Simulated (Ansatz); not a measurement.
PBE exchange is replaced step by step with exact exchange (0 % is PBE, 25 % PBE0; no dispersion term), basis def2-TZVP, Ansatz. System: arachno-B4H10 (B4H10). The state is a singlet with charge 0. Geometry: PBE0-D4/def2-SVP.

Geometry of the singlet:

```xyz
14

B    -0.7273    1.1004    0.5603
B    -0.6108   -0.7238    0.3193
B     0.5661   -0.7235   -1.0999
B     0.8542    0.1548    0.4953
H    -1.0702    1.4518    1.6603
H    -0.8029   -1.5913    1.1228
H     1.1939   -1.7411   -1.2461
H     1.5585   -0.1751    1.4065
H    -1.6160    0.0514    0.2223
H     0.6522    1.4118    0.4948
H    -0.7645   -1.1493   -0.8707
H     1.5037    0.2110   -0.5982
H    -1.0294    1.7935   -0.3849
H     0.2925   -0.0707   -2.0818
```

| exact exchange (%) | HOMO (eV) | LUMO (eV) | gap (eV) |
| --- | --- | --- | --- |
| 0 | -7.89 | -0.86 | 7.02 |
| 5 | -8.14 | -0.67 | 7.47 |
| 15 | -8.64 | -0.28 | 8.37 |
| 25 | -9.15 | 0.09 | 9.24 |
| 35 | -9.65 | 0.44 | 10.09 |
| 50 | -10.41 | 0.96 | 11.36 |

(1) Fit a straight line to the column «gap (eV)» against the share of exact exchange and predict its value at 10 %.

Answers

(1) With x = exact exchange (%) and y = gap (eV): mean x = 21.67, mean y = 8.925; Σ(x − x̄)(y − ȳ) = 154.8, Σ(x − x̄)² = 1783; slope b = 0.08682, intercept a = ȳ − b·x̄ = 7.044. The residuals of the fitted rows reach 0.03. At x = 10 the line gives 7.044 + (0.08682 × 10) = 7.91; the run gave 7.92, 0.01 more than the line.
